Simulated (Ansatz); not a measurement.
Relaxation of CH7InSSi (11 atoms, charge 0, multiplicity 1), to a largest force component of 0.03 eV/Å in at most 50 steps.

Computed with Ansatz 0.2.0, RKS B3LYP-D4/def2-SVP.

```xyz
11
Properties=species:S:1:pos:R:3:forces:R:3
In -1.081 -1.193 -0.267 -0.02 0.00 -0.01
Si 0.598 2.209 -0.790 0.30 0.26 0.67
S -2.062 -0.004 -1.873 -0.25 -0.24 0.04
H -0.075 1.779 -1.994 -0.06 0.01 -0.67
C -0.094 -2.309 1.280 0.01 -0.03 0.01
H -0.299 3.066 0.040 0.02 -0.01 -0.01
H 1.877 2.942 -1.032 0.00 -0.01 0.00
H 0.915 0.982 0.021 0.02 0.00 -0.02
H 0.990 -2.242 1.116 0.00 0.00 0.01
H -0.352 -1.872 2.255 0.00 0.01 0.00
H -0.416 -3.359 1.243 -0.01 0.01 -0.01
```

Problem. Where does it end, and by what steps?

Solution. It converged. The force dipped under the threshold on the way, but the program's further checks kept it going. After 10 steps the energy has fallen by 0.143 eV; H4 moved furthest, 0.70 Å.

```csv
step,energy less start (eV),largest force component (eV/Å),accepted
0,0.0000,0.675,yes
1,-0.0861,0.224,yes
2,-0.1068,0.067,yes
3,-0.1232,0.166,yes
4,-0.1300,0.167,yes
5,-0.1390,0.030,yes
6,-0.1410,0.117,yes
7,-0.1423,0.022,yes
8,-0.1427,0.017,yes
9,-0.1431,0.062,yes
10,-0.1434,0.023,yes
```

```xyz
11
Properties=species:S:1:pos:R:3
In -1.235 -1.150 -0.131
Si 0.641 2.171 -0.819
S -2.471 0.024 -1.562
H 0.555 1.875 -2.272
C -0.043 -2.280 1.255
H -0.572 2.873 -0.325
H 1.851 3.001 -0.542
H 0.801 0.883 -0.063
H 1.013 -2.195 0.962
H -0.184 -1.869 2.265
H -0.356 -3.333 1.232
```

Whether the end is a true minimum wasn't checked by a vibrational analysis.

The run took 16 s on 2 threads of AMD EPYC 9R45 96-Core Processor (Zen 5) (shared host), peak memory 0.29 GiB.
